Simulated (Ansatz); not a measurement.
Cartesian coordinates in Å:
```
B -0.504 -0.860 -0.593
C 0.182 0.374 -0.985
Ge -0.279 -0.066 1.189
H -0.430 -1.988 -0.952
H -0.137 1.388 -0.750
H 1.038 0.364 -1.661
H -0.631 1.382 1.553
H 0.761 -0.594 2.198
```

Total charge 0; spin multiplicity 1.

(1) List the CAM-B3LYP/def2-TZVPP orbital energies in eV (the Gaussian-basis code of Ansatz). (Best estimate.)

Answers

(1) Computed: Occupied: -10852.28, -1356.54, -1207.54, -1207.47, -1207.45, -278.76, -185.54, -171.32, -121.74, -121.56, -121.49, -35.26, -35.19, -35.17, -35.07, -35.01, -21.48, -16.92, -14.82, -13.49, -11.98, -11.10, -9.52, -8.02. Lowest empty: -0.37, 0.51, 1.60, 2.30, 2.97, 3.04, 3.70, 3.91.
